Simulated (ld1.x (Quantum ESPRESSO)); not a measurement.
**Reading a pseudo-wave (carbon)**

Columns: radius, all-electron u(r) and pseudo u(r) of the 2p shell (level -31.85 eV) of carbon in the configuration [He] 2s2 2p0; LDA (PZ), scalar-relativistic, TM semilocal scheme, ld1.x (Quantum ESPRESSO) 7.5.

```json
{"r (bohr)": "0.098", "all-electron": "0.0617", "pseudo": "0.0247"}
{"r (bohr)": "0.195", "all-electron": "0.1883", "pseudo": "0.0950"}
{"r (bohr)": "0.292", "all-electron": "0.3309", "pseudo": "0.2025"}
{"r (bohr)": "0.390", "all-electron": "0.4670", "pseudo": "0.3361"}
{"r (bohr)": "0.488", "all-electron": "0.5842", "pseudo": "0.4789"}
{"r (bohr)": "0.585", "all-electron": "0.6777", "pseudo": "0.6138"}
{"r (bohr)": "0.682", "all-electron": "0.7486", "pseudo": "0.7289"}
{"r (bohr)": "0.780", "all-electron": "0.7986", "pseudo": "0.8159"}
{"r (bohr)": "0.878", "all-electron": "0.8288", "pseudo": "0.8699"}
{"r (bohr)": "0.975", "all-electron": "0.8416", "pseudo": "0.8923"}
{"r (bohr)": "1.072", "all-electron": "0.8402", "pseudo": "0.8890"}
{"r (bohr)": "1.170", "all-electron": "0.8268", "pseudo": "0.8664"}
{"r (bohr)": "1.268", "all-electron": "0.8039", "pseudo": "0.8316"}
{"r (bohr)": "1.365", "all-electron": "0.7741", "pseudo": "0.7908"}
{"r (bohr)": "1.463", "all-electron": "0.7387", "pseudo": "0.7470"}
{"r (bohr)": "1.560", "all-electron": "0.7001", "pseudo": "0.7033"}
{"r (bohr)": "1.658", "all-electron": "0.6587", "pseudo": "0.6596"}
{"r (bohr)": "1.755", "all-electron": "0.6167", "pseudo": "0.6168"}
{"r (bohr)": "1.852", "all-electron": "0.5744", "pseudo": "0.5744"}
{"r (bohr)": "1.950", "all-electron": "0.5322", "pseudo": "0.5322"}
{"r (bohr)": "2.047", "all-electron": "0.4914", "pseudo": "0.4914"}
{"r (bohr)": "2.145", "all-electron": "0.4517", "pseudo": "0.4517"}
{"r (bohr)": "2.242", "all-electron": "0.4142", "pseudo": "0.4142"}
{"r (bohr)": "2.340", "all-electron": "0.3783", "pseudo": "0.3783"}
{"r (bohr)": "2.438", "all-electron": "0.3445", "pseudo": "0.3445"}
{"r (bohr)": "2.535", "all-electron": "0.3132", "pseudo": "0.3132"}
```

Question: How many radial nodes do the two functions have?

Answer: The all-electron 2p function has n − l − 1 = 0; the pseudo-wave has 0.

Question: At about which radius was the pseudo-wave matched?

Answer: 1.95 bohr. The columns agree to 0.0005 from 1.75 bohr on; several derivatives are matched, so the curves merge somewhat inside the radius.

Question: Is the pseudo-wave norm-conserving?

Answer: Yes: the TM semilocal scheme keeps the norm inside the radius equal to the all-electron one, which fixes the energy derivative of the logarithmic derivative at the level.
